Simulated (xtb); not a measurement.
CH8AlNO2Si, SMILES [SiH3][N]([Al]([OH])[OH])C. All values are semi-empirical tight-binding results from xtb (GFN2-xTB unless named), good for trends rather than for accurate numbers. Geometry: GFN2-xTB. The structure was generated by enumeration; whether it is a known compound was not checked. One conformer was computed; it need not be the lowest.

For metal compounds this method's bond lengths and energies can be far off.

| Quantity | Value |
|---|---|
| point group as xtb finds it | Cs |
| orbital gap | 3.08 eV |
| zero-point energy | 57.6 kcal/mol |
| G − E(el) at 298.15 K (modified RRHO) | 35.4 kcal/mol |
